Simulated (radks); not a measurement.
Values are calculated unless marked as measured or tabulated.
Problem. Species: the magnesium ion Mg5+. Configuration: [He] 2s2 2p3. Level of theory: scalar-relativistic Kohn-Sham, PBEsol, spin-polarised, spherical densities, finite nucleus; open shells are filled with parallel spins first; Fermi nuclear charge, rms radius 3.057 fm (a radial shooting solver on a logarithmic mesh with Libxc functionals). Some entries of the table are withheld. Estimate them.

orbital,occ.,eigenvalue (hartree),<r^2> (bohr^2),r(max) (bohr)
1s up,1,-51.58860,(1),0.08522
1s down,1,-51.39752,(2),0.08509
2s up,1,-7.29120,0.4595,0.5162
2s down,1,-6.89177,0.4789,0.5226
2p up,3,-6.19549,0.3992,0.4332
2p down,0,-5.74914,0.4259,0.4426

Solution. 
(1) 1s up <r^2> (bohr^2): 0.02303
(2) 1s down <r^2> (bohr^2): 0.02284
